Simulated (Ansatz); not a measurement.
The first iterations of a band of a periodic cell of 17 atoms, LiBe$_{16}$ (host Be, host structure hcp, interstitial Li).

All numbers below come from DFT PBE, scalar-relativistic, plane waves, PAW in Ansatz. Settings: cutoff 420 eV, k mesh 5x5x3, gaussian smearing 0.05 eV, no spin polarisation.

* movable images: 3
* climbing image: yes
* spring: 5.0 eV/Å²
* optimiser: quadratic models (default)
* start path: default
* force threshold: 0.4 eV/Å
* iteration limit: 50
* end points: relaxed

First end point:

```xyz
17
Lattice="-2.2900 -3.9664 0.0000 3.4350 -1.9832 0.0000 0.0000 0.0000 7.1769" Properties=species:S:1:pos:R:3
Be -0.218 -3.809 -0.077
Be 0.021 -2.259 1.742
Be -0.218 -3.809 3.565
Be -0.096 -2.531 5.331
Be -1.189 -1.905 -0.080
Be 2.553 -2.620 1.748
Be -1.190 -1.904 3.567
Be 2.215 -2.546 5.333
Be 1.080 -1.980 -0.086
Be 1.642 -1.064 1.740
Be 1.079 -1.975 3.569
Be 1.028 -0.557 5.332
Be -0.187 0.182 -0.069
Be 1.958 -5.402 1.747
Be -0.187 0.184 3.562
Be 1.031 -4.476 5.333
Li 0.977 -3.857 1.743
```

Last end point:

```xyz
17
Lattice="-2.2900 -3.9664 0.0000 3.4350 -1.9832 0.0000 0.0000 0.0000 7.1769" Properties=species:S:1:pos:R:3
Be 0.075 -4.064 -0.052
Be 0.044 -2.717 1.711
Be -0.267 -3.977 3.548
Be 0.045 -2.721 5.362
Be -1.049 -2.094 -0.055
Be 2.513 -2.796 1.715
Be -1.167 -2.355 3.531
Be 2.511 -2.801 5.354
Be 1.261 -2.136 -0.049
Be 1.339 -0.841 1.728
Be 0.332 -1.192 3.542
Be 1.339 -0.852 5.357
Be 0.120 -0.104 -0.055
Be 1.213 -4.623 1.702
Be -0.510 0.416 3.524
Be 1.214 -4.634 5.357
Li 1.308 -2.744 3.533
```

| iteration | highest image above the first end (eV) | largest band force component (eV/Å) |
| --- | --- | --- |
| 1 | 2.512 | 2.026 |
| 2 | 1.771 | 1.158 |

**Question.** Does the band converge within its limit, and where does its top end?

**Answer.** It converged. It ended after 6 iterations with the highest image 0.793 eV above the first end. The threshold of 0.4 eV/Å is loose, so the images may lie well off the minimum-energy path. The order of the stationary point at the top wasn't checked. Limits of this set-up: coarse k mesh.

Time of the run: 2.1 min on 1 thread of Intel(R) Xeon(R) 6975P-C (Granite Rapids), on a shared host, peak memory 0.69 GiB.
